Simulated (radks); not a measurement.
Question: These are the eigenvalues of the occupied orbitals of an atom or ion with whole-number occupations (hartree). Calculated with a radial shooting solver on a logarithmic mesh with Libxc functionals: Dirac Kohn-Sham, PBE, spin-unpolarised, spherical densities, point nucleus.

1s1/2: -489.2612
2s1/2: -63.65937
2p1/2: -57.32445
2p3/2: -55.57875
3s1/2: -8.74542
3p1/2: -6.54310
3p3/2: -6.29196
3d3/2: -2.47458
3d5/2: -2.43470
4s1/2: -0.73969
4p1/2: -0.30114
4p3/2: -0.28292

Which element is it, and in what charge state? The configuration may be excited. Open shells, if any, are shared by 2j + 1.

Answer: Z = 35, bromine, charge 0: Br in [Ar] 3d10 4s2 4p5. The list shows which subshells hold electrons but not how many an open one holds; the 1s level, -489.26 hartree, gives Z - s = 31.3 by -(Z - s)^2/2, which with screening and relativity narrows Z to a few neighbours, and the depths of the outer levels then fix element, charge and occupations together.
